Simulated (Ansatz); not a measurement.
Cost and result for the atomization energy of FH₃SbSi (`[F][Sb][SiH3]`) radical (6 atoms, 5 bonds).

The species carries charge 0 and has multiplicity 2. Correlated methods include outer-core shells of Sb, which these sets cover unevenly. Sb takes the def2 core potential. All single points use the PBE0-D4/def2-TZVP geometry. Program: Ansatz. All runs use 2 threads of a server CPU on a shared host. Times are those of one run each, without the atoms' runs, and a repeat can differ threefold. Electronic energies, without spin–orbit coupling; frozen cores. CCSD(T)/CBS adds CCSD(T) − MP2 in def2-TZVPP to the MP2 limit, and its time is that of the two runs behind it. T1 = 0.016; ⟨S²⟩ of the reference is 0.77. With those shells the extrapolation isn't a true limit. B3LYP takes the VWN-RPA correlation (the form of Gaussian; ORCA's B3LYP/G). HSE06 is the plane-wave form, built on full-range PBE exchange.

CCSD(T)/CBS is a level of theory with its own doubt, some kJ/mol a heavy atom from the limit and from the frozen cores, so smaller differences don't rank the functionals.

| level | functions | wall time | atomization (kJ/mol) | difference from CCSD(T)/CBS | per bond |
| --- | --- | --- | --- | --- | --- |
| BLYP-D4/def2-TZVPP | 165 | 3.4 s | 1607.7 | 17.7 | 3.5 |
| PBE-D4/def2-TZVPP (with forces) | 165 | 3.9 s | 1601.2 | 11.2 | 2.2 |
| HSE06-D4/def2-TZVPP | 165 | 5.5 s | 1557.9 | -32.1 | -6.4 |
| B3LYP-D4/def2-TZVPP (with forces) | 165 | 6 s | 1597.5 | 7.5 | 1.5 |
| B2PLYP/def2-TZVPP | 165 | 8 s | 1559.9 | -30.1 | -6.0 |
| CCSD(T)/def2-SVP | 73 | 8.5 s | 1405.0 | -185.0 | -37.0 |
| r2SCAN-D4/def2-TZVPP (with forces) | 165 | 9 s | 1585.5 | -4.5 | -0.9 |
| r2SCANh-D4/def2-TZVPP | 165 | 11 s | 1568.8 | -21.2 | -4.2 |
| B97M-V/def2-TZVPP | 165 | 15 s | 1611.9 | 21.9 | 4.4 |
| ωB97X-V/def2-TZVPP | 165 | 15 s | 1615.1 | 25.1 | 5.0 |
| MP2/def2-QZVPP | 299 | 20 s | 1555.3 | -34.7 | -7.0 |
| CCSD(T)/def2-TZVPP | 165 | 4.2 min | 1520.8 | -69.2 | -13.9 |
| CCSD(T)/CBS(def2) | – | 4.5 min | 1590.0 | 0.0 | 0.0 |

From r2SCAN to r2SCAN0 (25 % exact exchange), in def2-TZVPP and without D4, the atomization energy moves by −40.5 kJ/mol: exact exchange takes away binding that semilocal exchange gives to molecules. The D4 term adds +19.9 kJ/mol with B3LYP and +10.3 kJ/mol with PBE0; it sums over pairs of atoms, weighted by their polarisabilities, and B3LYP, whose exchange is more repulsive, gets the larger term. At CCSD(T), def2-SVP lies −185.0 kJ/mol from the extrapolated value and def2-TZVPP −69.3 kJ/mol: correlation converges slowly with the basis, and small sets miss more of it in the bonded molecule than in its fragments.
